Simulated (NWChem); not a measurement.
**Polarisability of H2B (+1)**

```
B
H 1 1.1927
H 1 1.1927 2 180.00
```
Charge +1, spin multiplicity 1.

Everything below was run with NWChem. The geometry was optimised at B3LYP/def2-SVP, a minimum by its harmonic frequencies.

Basis set: aug-cc-pVDZ. The field's frequency is 0.0773 Ha (589 nm).

B3LYP has NWChem's definition, with VWN1-RPA local correlation. The spin multiplicity of the parent species was assumed, not shown to be that of its ground state. The structure started from a generated list of species.

Task: One of these methods gave an isotropic polarisability of 10.35 bohr³. Which?
(A) B3LYP
(B) HF
(C) LDA (SVWN5)
(D) PBE

Result: C, LDA (SVWN5). The others give 9.66 (HF), 10.19 (PBE), 10.01 (B3LYP).
